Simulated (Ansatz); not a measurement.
Job for Ansatz (a program for electronic structure): U-B2PLYP/def2-TZVPP on C3H6 (SMILES C[C]C), 2S+1 = 3, a spin state set in the input, which need not be the lowest, at the other state's geometry.

Ansatz 0.2 input:
```yaml
crystal:
  periodic: [false, false, false]
  atoms:
    - {symbol: C, position_ang: [1.22431124, -0.01073060, 0.10538857]}
    - {symbol: C, position_ang: [-0.02960890, 0.26526343, -0.60191899]}
    - {symbol: C, position_ang: [-1.21030647, -0.11473687, 0.17931429]}
    - {symbol: H, position_ang: [1.46771354, -0.99654798, -0.33715158]}
    - {symbol: H, position_ang: [1.17707079, -0.15770946, 1.19671969]}
    - {symbol: H, position_ang: [2.05211129, 0.63998802, -0.17847518]}
    - {symbol: H, position_ang: [-1.06820747, -0.81758698, 1.01636128]}
    - {symbol: H, position_ang: [-2.08167352, -0.37514269, -0.42249510]}
    - {symbol: H, position_ang: [-1.45338985, 0.86822337, 0.62833767]}
basis:
  gaussian:
    orbitals: def2-TZVPP
hamiltonian:
  xc: {name: B2PLYP}
magnetization: {spin_polarized: true, initial_magnetization: 2}
correlation: {electrons: outside_noble_gas}
```

Program output:

```
WARN ansatz: RAYON_NUM_THREADS=2 ignored (pool sized by the plan → 2); use --threads N
Functional definition: B2PLYP
integrals: 0.25 GiB planned
1024 factors; integrals over basis functions are off by at most 1.1e-3 eV
mean field: 0.93 GiB planned
mean field evaluation 1: about -3193.5813 eV, gradient 3.1e1 eV
mean field evaluation 2: about -3193.6732 eV, gradient 3.1e1 eV
mean field evaluation 4: about -3198.4896 eV, gradient 2.0e0 eV
mean field evaluation 8: about -3198.5364 eV, gradient 2.2e-1 eV
mean field evaluation 16: about -3198.5371 eV, gradient 1.9e-4 eV
mean field -3198.53714824 eV, -117.5440721515 hartree, gradient 5.6e-6 eV, S^2 2.009128; 0 other end points of the search recorded, 0 dependent functions left out
3 core orbitals not correlated
reference -3198.53730745 eV, -117.5440780022 hartree; 10, 8 occupied and 164, 166 virtual orbitals, 1024 factors
second order -15.37911600 eV of doubles, -0.00000000 eV of singles
Total energy: -3202.68966877 eV, -117.6966744661 hartree
```

The run converged.

Cost: about 8 core-seconds (a rough figure).
